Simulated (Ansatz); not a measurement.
Reaction (formal loss of a carbene): `BrCBr` → Br₂ + `[CH2]` (triplet)

Computed with Ansatz on PBE0-D4/def2-TZVP structures; ΔE is electronic, products minus reactants. CCSD(T)/CBS is the MP2 limit (def2-TZVPP, def2-QZVPP) plus CCSD(T) − MP2 in def2-TZVPP, frozen cores. This one scheme is used for every species. Functionals use def2-TZVPP. HSE06 is defined as in plane-wave codes. Triplets are unrestricted, without spin–orbit coupling. For Br outer-core shells are correlated without core-valence functions, which leaves a few kJ/mol of doubt a bond. Scalar relativity is left out up to krypton.

```csv
level,ΔE (eV),difference from CCSD(T)/CBS
PBE-D4,4.60,0.00
revPBE-D4,4.47,-0.13
r2SCANh-D4,4.33,-0.27
r2SCAN0-D4,4.30,-0.30
ωB97X-V,4.69,0.09
PBE-QIDH,4.60,0.00
revPBE,4.28,-0.32
PBE0,4.47,-0.13
r2SCANh,4.31,-0.29
HSE06,4.48,-0.12
LC-ωPBE,4.45,-0.15
CCSD/def2-SVP,4.21,-0.39
HF/def2-TZVPP,3.03,-1.57
MP2/def2-TZVPP,4.78,0.18
HF/def2-QZVPP,2.99,-1.61
SCS-MP2/def2-QZVPP,4.76,0.16
CCSD(T)/CBS,4.60,0
```

Q: What do rigid-rotor, harmonic-oscillator terms from PBE0-D4/def2-TZVP frequencies (298.15 K, 1 bar) make of the CCSD(T)/CBS value? (Estimate.)

A: Computed: ΔZPE = -0.28 eV, ΔH = +4.39 eV, ΔS = 147 J/(mol·K), ΔG = +3.94 eV. Open shells count their whole term as degenerate.

Largest T1 diagnostic among the species: 0.011.

In def2-TZVPP, CCSD(T) changes the Hartree–Fock value by +1.51 eV (the triples alone add +0.13 eV) and MP2 by +1.74 eV. From r2SCAN to r2SCAN0 (25 % exact exchange), in def2-TZVPP and without D4, ΔE moves by −0.05 eV. At CCSD(T), def2-SVP lies −0.29 eV from the extrapolated value and def2-TZVPP −0.06 eV.
